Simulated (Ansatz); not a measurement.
Correlation energies of CH7Al2BOSi by basis set

```csv
atom,x (Å),y (Å),z (Å)
B1,-1.574,-0.687,0.000
C2,-0.932,-0.029,-1.150
Si3,0.649,-0.679,-1.948
O4,1.616,-0.658,-0.607
Al5,0.472,0.105,0.451
Al6,0.954,1.378,2.640
H7,-2.673,-0.543,0.444
H8,-0.822,-1.354,0.756
H9,-1.522,0.693,-1.710
H10,1.122,0.240,-3.017
H11,0.521,-2.043,-2.525
H12,0.817,0.663,4.054
H13,1.371,2.913,2.612
```

The species carries charge 0 and has multiplicity 1. The bonds changed during the relaxation, so this is another structure than the one it started from. The geometry is a stationary point of PBE0-D4/def2-TZVP. Frozen core, restricted reference, Ansatz 0.2.0. CBS rows extrapolate triple and quadruple zeta; past MP2 they add the triple-zeta difference.

```tsv
basis	HF (Eh)	MP2 corr.	CCSD corr.	(T)	CCSD(T) total
def2-SVP	-913.96453	-0.62703	-0.68984	-0.02210	-914.67647
def2-TZVPP	-914.41175	-0.77975	-0.83637	-0.03481	-915.28293
def2-QZVPP	-914.44183	-0.83586	–	–	–
CBS(def2)	-914.44597	-0.87743	-0.93404	as TZ	-915.41482
```
